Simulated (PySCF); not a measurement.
## `S(/C=C/C)(C)(=O)=O`, C₄H₈O₂S

Cartesian coordinates in Å; atom numbers follow the order of the lines, from 1:
```xyz
15

C    -2.612   -0.463    0.221
C    -1.200   -0.499   -0.245
C    -0.332    0.491   -0.167
S     1.318    0.271   -0.815
C     2.367    0.293    0.670
O     1.413   -1.032   -1.416
O     1.655    1.415   -1.618
H    -2.858    0.497    0.668
H    -3.279   -0.645   -0.621
H    -2.783   -1.254    0.950
H    -0.858   -1.422   -0.695
H    -0.532    1.471    0.227
H     3.394    0.174    0.349
H     2.067   -0.533    1.301
H     2.234    1.245    1.167
```

Method used: quadratic response CAM-B3LYP/aug-cc-pVDZ first hyperpolarisability, Taylor convention, gas phase in PySCF 2.14.0. Geometry: GFN2-xTB.

Task: Give the tensor of the second harmonic β(−2ω;ω,ω) at 1064 nm in the axes of these coordinates.

Result: In au, Taylor convention; rows are the first index (the induced dipole):
|  | xx | yy | zz | xy | xz | yz |
| --- | --- | --- | --- | --- | --- | --- |
| x | -71.1 | +27.2 | -20.6 | +2.9 | -23.2 | +0.6 |
| y | +1.3 | -20.3 | -2.5 | +27.0 | +0.7 | -44.3 |
| z | -22.7 | -44.4 | -75.8 | +0.6 | -19.7 | -2.1 |

Norm of βᵢ = ⅓ Σⱼ (βᵢⱼⱼ + βⱼᵢⱼ + βⱼⱼᵢ): 158.1 au, hyper-Rayleigh value 63.4 au.
